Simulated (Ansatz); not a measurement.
Ansatz (a program for electronic structure) input (CCSD(T)/def2-SVPD):

Ansatz 0.2 input:
```yaml
crystal:
  periodic: [false, false, false]
  atoms:
    - {symbol: Si, position_ang: [-0.62022362, 0.07023540, 0.44593495]}
    - {symbol: Cl, position_ang: [-1.68624327, -1.30058802, -0.66140075]}
    - {symbol: Cl, position_ang: [-1.02661056, 1.96263705, -0.25792066]}
    - {symbol: Br, position_ang: [1.56576131, -0.34966083, 0.26815356]}
basis:
  gaussian:
    orbitals: def2-SVPD
magnetization: {spin_polarized: true, initial_magnetization: 1}
correlation: {method: ccsd_t, electrons: outside_noble_gas}
output: {forces: true}
```

End of the output:

```
cycle   8  -14.30073287 eV  change   -3.7e-5 eV  update   1.0e-4
cycle   9  -14.30071505 eV  change    1.8e-5 eV  update   4.3e-5
cycle  10  -14.30070485 eV  change    1.0e-5 eV  update   1.9e-5
cycle  11  -14.30070984 eV  change   -5.0e-6 eV  update   8.4e-6
cycle  12  -14.30071020 eV  change   -3.7e-7 eV  update   3.6e-6
cycle  13  -14.30071050 eV  change   -3.0e-7 eV  update   1.3e-6
perturbative correction -0.45760092 eV, -0.0168165238 hartree
the calculation of the forces begins
0.84 GiB of device memory are held for the factors and their scratch space
Total energy: -102867.87930457 eV, -3780.3248380899 hartree
Atom 0 at    -0.620224     0.070235     0.445935 Å, force     0.178956    -0.082420     0.374021 eV/Å
Atom 1 at    -1.686243    -1.300588    -0.661401 Å, force    -0.217837    -0.279568    -0.223976 eV/Å
Atom 2 at    -1.026611     1.962637    -0.257921 Å, force    -0.083365     0.385670    -0.141723 eV/Å
Atom 3 at     1.565761    -0.349661     0.268154 Å, force     0.122245    -0.023682    -0.008323 eV/Å
Dipole moment:    -0.012863    -0.012980     0.126003 e Å
```

It need not be the lowest isomer of its formula.
